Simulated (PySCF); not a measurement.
Start geometry of `C1=CCCCCCC=1` from GFN2-xTB (Å):
```
atom  x, y, z in Å
C1     0.3806    1.6338    0.2732
C2    -0.7955    1.8677   -0.2218
C3    -1.8903    0.8536    0.0066
C4    -1.3262   -0.5031    0.4419
C5    -0.3426   -1.1192   -0.5755
C6     1.0906   -1.3455   -0.0691
C7     2.0021   -0.1091   -0.1586
C8     1.4320    0.9966    0.6916
H9    -1.0375    2.7479   -0.7988
H10   -2.4457    0.7389   -0.9286
H11   -2.5941    1.2148    0.7632
H12   -0.8310   -0.3830    1.4061
H13   -2.1663   -1.1848    0.5922
H14   -0.7336   -2.0907   -0.8858
H15   -0.3001   -0.4922   -1.4671
H16    1.0584   -1.6978    0.9645
H17    1.5470   -2.1368   -0.6701
H18    2.0623    0.2090   -1.2015
H19    3.0052   -0.3755    0.1786
H20    1.8796    1.1862    1.6560
```

Task: What comes out of this run: PBE0-D3(BJ)/def2-SVP geometry optimisation, gas phase in PySCF 2.14.0?

Result: 
```
atom  x, y, z in Å
C1     0.2720    1.6454    0.2069
C2    -0.9233    1.8951   -0.2699
C3    -2.0032    0.8511   -0.1079
C4    -1.4782   -0.5157    0.3335
C5    -0.4774   -1.1916   -0.6335
C6     0.9793   -1.3585   -0.1709
C7     1.8784   -0.1171   -0.2664
C8     1.3434    0.9997    0.5978
H9    -1.1458    2.8056   -0.8382
H10   -2.5139    0.7511   -1.0833
H11   -2.7811    1.1983    0.5961
H12   -1.0241   -0.4213    1.3338
H13   -2.3516   -1.1741    0.4666
H14   -0.8525   -2.2041   -0.8531
H15   -0.4864   -0.6639   -1.6039
H16    0.9855   -1.7335    0.8682
H17    1.4427   -2.1547   -0.7786
H18    1.9265    0.2123   -1.3171
H19    2.9047   -0.3827    0.0326
H20    1.7551    1.1453    1.6040
```

The energy falls by 8.2 kJ/mol over 7 energy and gradient evaluations, the largest force component goes from 0.0176 to 2.2e-04 Eh/bohr, and the atoms move by 0.076 Å rms after alignment. Among the bonds, C2–H9 and C8–H20 change most and about equally (+0.016 to +0.017 Å). Bonds longer at the end by more than 0.005 Å: 14 of 20; shorter: 0. Among the angles that change most is C4–C5–C6, from 115.8° to 118.2°. Among the dihedrals that turn most is H12–C4–C5–H15, from -127° to -137°. Rotational constants go from 3022, 2110, 1413 to 2926, 2092, 1377 MHz. The orientation of the end geometry is arbitrary; only internal coordinates are fixed.

The run used 172 basis functions and 46 SCF cycles in all. The run took 2.8 min wall on one thread, Arm Neoverse N1 (aarch64), shared host with 48 logical CPUs at a one-minute load of 30, and the process peaked at 0.79 GiB of memory.

Whether it is a minimum is left open (no frequencies). One conformer, not necessarily the lowest.
